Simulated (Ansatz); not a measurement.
Program: Ansatz. Geometries: PBE0-D4/def2-TZVP. ΔE: electronic, gas phase. CBS: MP2 limit from def2 TZ/QZ plus the TZ coupled-cluster correction, frozen cores. DFT in def2-TZVPP. For Se outer-core shells are correlated without core-valence functions, which leaves a few kJ/mol of doubt a bond. Scalar relativity is left out up to krypton. Each species was taken in one conformer, which may not be the lowest.

`F[SiH]([SiH3])[CH2][AlH2]` + `B[Se]C` → `C[Se][BH][AlH2]` + `C[SiH](F)[SiH3]`  (formal exchange of groups at the Al–C bond)

`F[SiH]([SiH3])[CH2][AlH2]`:

Cartesian coordinates in Å:
```
F 2.713 0.066 0.950
Si 1.438 0.016 -0.026
Si -0.056 -1.678 0.617
C 0.325 1.470 0.013
Al -1.409 0.803 -0.702
H 1.945 -0.255 -1.395
H -1.368 -1.132 0.045
H -0.320 -1.760 2.076
H 0.064 -3.038 0.035
H 0.144 1.801 1.041
H 0.710 2.315 -0.566
H -2.736 1.102 0.115
H -1.450 0.287 -2.203
```

`B[Se]C`:

```xyz
8

B    -1.361    0.902   -0.351
Se   -0.888   -0.786    0.340
C     1.061   -0.736    0.287
H    -0.518    1.677   -0.685
H    -2.528    1.133   -0.427
H     1.377    0.222   -0.119
H     1.415   -1.550   -0.343
H     1.442   -0.863    1.299
```

`C[Se][BH][AlH2]`:

```xyz
10

C    -0.270   -1.667   -0.407
Se   -0.981   -0.262   -1.565
B    -0.434    1.332   -0.713
Al    0.684    1.375    1.074
H    -0.557   -2.628   -0.831
H     0.817   -1.601   -0.373
H    -0.698   -1.574    0.590
H    -0.809    2.290   -1.328
H     2.278    1.366    1.055
H    -0.030    1.370    2.498
```

`C[SiH](F)[SiH3]`:

Z-matrix (Å, degrees):
```
C
Si 1 1.860
H 1 1.092 2 111.3
H 1 1.094 2 110.0 3 -119.9
H 1 1.093 2 110.6 3 120.7
F 2 1.611 1 108.7 3 -62.3
Si 2 2.346 1 112.5 3 57.7
H 2 1.489 1 110.1 3 -178.9
H 7 1.487 2 111.3 1 -179.0
H 7 1.488 2 110.7 1 -57.7
H 7 1.490 2 108.9 1 61.3
```

CCSD(T)/CBS gives +8.9 kcal/mol.

(1) Another level gave +9.0 kcal/mol. Which?
A. PBE/def2-TZVPP
B. MP2/def2-TZVPP
C. HF/def2-TZVPP
D. SCS-MP2/def2-TZVPP

Largest T1 diagnostic among the species: 0.014.

Results:

(1) D. SCS-MP2/def2-TZVPP 9.0, MP2/def2-TZVPP 10.3, PBE 7.7, HF/def2-TZVPP 4.8 kcal/mol.

The D4 term adds +1.4 kcal/mol with B3LYP and +0.7 kcal/mol with PBE0; it sums over pairs of atoms, weighted by their polarisabilities, and B3LYP, whose exchange is more repulsive, gets the larger term. In def2-TZVPP, CCSD(T) changes the Hartree–Fock value by +3.8 kcal/mol (the triples alone add +0.6 kcal/mol) and MP2 by +5.5 kcal/mol.

B3LYP here is the variant with VWN-RPA as its local correlation; programs differ in this.
